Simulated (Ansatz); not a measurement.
Ansatz (an electronic-structure program) input (RI-MP2/def2-TZVPP):
A basis named .json is the Basis Set Exchange file of that set.

Ansatz 0.2 input:
```yaml
crystal:
  periodic: [false, false, false]
  atoms:
    - {symbol: C, position_ang: [-0.47162423, 0.09897286, 0.04953549]}
    - {symbol: N, position_ang: [0.72987879, -0.15316896, -0.07666040]}
    - {symbol: H, position_ang: [-1.32838249, -0.67059574, 0.14103533]}
    - {symbol: H, position_ang: [-0.95102367, 1.14894128, 0.09837455]}
basis:
  gaussian:
    orbitals: def2-TZVPP
    fitting: {mean_field: def2-universal-jkfit, correlation: def2-TZVPP-RIFIT.json}
total_charge: -1
magnetization: {spin_polarized: false}
correlation: {method: mp2, electrons: outside_noble_gas}
```

End of the output:

```
integrals: 0.02 GiB planned
188 factors; integrals over basis functions are off by at most 1.0e0 eV
212 factors; integrals over basis functions are off by at most 6.7e-1 eV
mean field: 0.10 GiB planned
mean field evaluation 1: about -2540.6823 eV, gradient 2.1e1 eV
mean field evaluation 2: about -2541.6487 eV, gradient 1.4e1 eV
mean field evaluation 4: about -2542.0817 eV, gradient 1.4e0 eV
mean field evaluation 8: about -2542.0940 eV, gradient 2.8e-6 eV
mean field -2542.09401924 eV, -93.4202321139 hartree, gradient 2.8e-6 eV, S^2 0.000000; 0 other end points of the search recorded, 0 dependent functions left out
2 core orbitals not correlated
reference -2542.09401924 eV, -93.4202321139 hartree; 6, 6 occupied and 82, 82 virtual orbitals, 212 factors
second order -10.29022207 eV of doubles, -0.00000000 eV of singles
Total energy: -2552.38424131 eV, -93.7983907999 hartree
```
